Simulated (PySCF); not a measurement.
Si(Cl)2(Br)(NH2) (BrCl2H2NSi), SMILES N[Si](Cl)(Cl)Br.

Coordinates come from a B3LYP-D3(BJ)/def2-SVP optimisation. This is a generated structure with no PubChem entry under its InChIKey; it may be hypothetical. Other conformers were not sampled.

The numbers are results of SMD-ωB97X/def2-SVP (PySCF), not measurements.

Solvation free energies are E(SMD) − E(gas) at the gas-phase geometry, for 1 M in both phases. Bromine has the revised SMD18 radius of 2.60 Å. In vacuum the dipole moment is 2.69 D.

Rank water, tetrahydrofuran, acetonitrile by solvation free energy, most negative first.

acetonitrile (-7.2 kcal/mol), tetrahydrofuran (-6.7 kcal/mol), water (-3.6 kcal/mol)
